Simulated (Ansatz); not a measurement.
Species: C₅H₅S, charge 0, multiplicity 2. It need not be the lowest isomer of its formula. 
Coordinates optimised at B3LYP-D3(BJ)/def2-TZVP (Ansatz, a program for electronic structure):
SMILES: c1([CH2])sccc1
```xyz
11

C     -2.2244    -0.2399    -0.0819
C     -0.8610    -0.2064     0.0930
C     -0.0738    -0.9328     1.0129
C      1.2933    -0.6560     0.9212
C      1.5976     0.2716    -0.0502
S      0.1912     0.8250    -0.8762
H     -2.8318    -0.8872     0.5347
H     -2.7215     0.3662    -0.8246
H     -0.5120    -1.6308     1.7114
H      2.0449    -1.1181     1.5453
H      2.5697     0.6520    -0.3171
```
Charge 0, spin multiplicity 2.

Computed values are from Ansatz. Valence correlation only, unless marked. Open shells are spin-unrestricted. No spin-orbit coupling. No relativistic terms. Basis-set limits of correlation are two-point, X^-3; Hartree-Fock from the larger set. [CCSD(T)-MP2]/basis is that difference in the basis named.

The atomisation energy De comes out as 1161.3 kcal/mol at RI-MP2/CBS(cc-pV(T+d)Z,cc-pV(Q+d)Z)+[CCSD(T)-MP2]/cc-pV(T+d)Z. The total energy is -590.9835 Eh at RI-MP2/CBS(cc-pV(T+d)Z,cc-pV(Q+d)Z)+[CCSD(T)-MP2]/cc-pV(T+d)Z, the dipole moment is 0.76 D at wB97M-V/def2-TZVPD and the T1 diagnostic comes out as 0.033 at CCSD/cc-pV(T+d)Z.

The UHF reference is spin-contaminated (<S^2> 0.37 over the pure value in the largest basis).
